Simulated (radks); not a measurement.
Mn XVII, 9 electrons, occupied as [He] 2s2 2p4 4f1 (not the ground configuration).

Calculated with a radial shooting solver on a logarithmic mesh with Libxc functionals: scalar-relativistic Kohn-Sham, BLYP, spin-polarised, spherical densities, point nucleus; open shells are filled with parallel spins first.

Energy parts (Ry):
part                       energy
total                 -1953.02678
kinetic                1978.39823
electron-nucleus      -4201.72286
Hartree                 337.24723
exchange-correlation    -66.94938

Orbitals (lengths in bohr, moments of r in powers of bohr; <r^-3> diverges for s and p1/2; r(90%) holds 90 % of the orbital's charge):
| orbital | occ. | eigenvalue (Ry) | <r^2> | <r^-3> | r(90%) | <1/r> |
|---|---|---|---|---|---|---|
| 1s up | 1 | -525.3272 | 0.004966 | - | 0.109 | 24.96 |
| 1s down | 1 | -524.6847 | 0.004954 | - | 0.108 | 24.98 |
| 2s up | 1 | -99.58447 | 0.08335 | - | 0.410 | 5.583 |
| 2s down | 1 | -98.47119 | 0.08417 | - | 0.412 | 5.549 |
| 2p up | 3 | -92.64135 | 0.06540 | 471.5 | 0.376 | 5.478 |
| 2p down | 1 | -91.32067 | 0.06628 | 467.2 | 0.379 | 5.452 |
| 4f up | 1 | -17.53985 | 1.215 | 1.939 | 1.51 | 1.079 |

The highest occupied level is 4f up at -238.64 eV. The density falls to 0.001 e/bohr^3 at r = 2.02 bohr.
